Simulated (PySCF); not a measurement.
Ge(H)(Cl)3, HCl₃Ge, SMILES [Cl][GeH]([Cl])[Cl], singlet, CAM-B3LYP/def2-SVP optimised geometry.

```
5

Ge    -0.80    -0.71     0.00
Cl     1.33    -0.71     0.00
Cl    -1.48    -1.76     1.73
Cl    -1.48    -1.76    -1.73
H     -1.33     0.71     0.00
```

Density from CAM-B3LYP/def2-TZVP (PySCF 2.14.0) at that geometry.

Minimum of the electron density along straight lines between bonded atoms, close to the bond critical point (lines longer than 1.1 times the sum of covalent radii, or with two minima, are not listed):

```tsv
bond	length / Å	ρ at the minimum / e bohr⁻³	∇²ρ there / e bohr⁻⁵	position (fraction from the first atom)
Ge1–Cl2	2.136	0.110	0.16	0.43
Ge1–Cl3	2.136	0.110	0.16	0.43
Ge1–Cl4	2.136	0.110	0.16	0.43
Ge1–H5	1.522	___	___	0.59
```

### Question
Some entries are withheld; supply them.

### Answer

- Ge1–H5, ρ at the minimum / e bohr⁻³: 0.142
- Ge1–H5, ∇²ρ there / e bohr⁻⁵: 0.01
